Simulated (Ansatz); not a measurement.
Start from `[OH][Ga]([F])[F]` and change one atom or group to get `[BH2][Ga]([OH])[F]`.

Ansatz, PBE0-D4/def2-TZVP geometries, multiplicity 1. Each molecule was computed in one conformer, which needn't be the lowest.

Scalar relativity is left out up to krypton.

```json
{"property": "LUMO energy (PBE/def2-TZVPP) / eV", "`[OH][Ga]([F])[F]`": "-2.78"}
{"property": "size of the dipole moment (PBE/def2-TZVPP) / D", "`[OH][Ga]([F])[F]`": "2.01"}
{"property": "HOMO energy (B3LYP/def2-TZVPP) / eV", "`[OH][Ga]([F])[F]`": "-9.73"}
{"property": "HOMO energy (PBE0/def2-TZVPP) / eV", "`[OH][Ga]([F])[F]`": "-9.99"}
{"property": "LUMO energy (PBE0/def2-TZVPP) / eV", "`[OH][Ga]([F])[F]`": "-1.78"}
{"property": "size of the dipole moment (ωB97M-V/def2-TZVPP) / D", "`[OH][Ga]([F])[F]`": "2.02"}
```

Task: Give the same properties after the change, and the shifts. (Estimate.)

Result: Computed: 
```json
{"property": "LUMO energy (PBE/def2-TZVPP) / eV", "`[BH2][Ga]([OH])[F]`": "-4.02", "shift": "-1.24"}
{"property": "size of the dipole moment (PBE/def2-TZVPP) / D", "`[BH2][Ga]([OH])[F]`": "1.56", "shift": "-0.45"}
{"property": "HOMO energy (B3LYP/def2-TZVPP) / eV", "`[BH2][Ga]([OH])[F]`": "-8.58", "shift": "1.15"}
{"property": "HOMO energy (PBE0/def2-TZVPP) / eV", "`[BH2][Ga]([OH])[F]`": "-8.78", "shift": "1.21"}
{"property": "LUMO energy (PBE0/def2-TZVPP) / eV", "`[BH2][Ga]([OH])[F]`": "-2.98", "shift": "-1.20"}
{"property": "size of the dipole moment (ωB97M-V/def2-TZVPP) / D", "`[BH2][Ga]([OH])[F]`": "1.66", "shift": "-0.36"}
```

With PBE0 the HOMO rises by 1.21 eV and the LUMO falls by 1.20 eV, so the gap narrows by about 2.41 eV. PBE moves the HOMO by 0.88 eV and ωB97M-V by 1.48 eV. The zero-point energy changes by 46.2 kJ/mol with +6 modes. Dipoles are sizes alone; their direction can turn.

B3LYP here is the variant with VWN-RPA as its local correlation; programs differ in this.
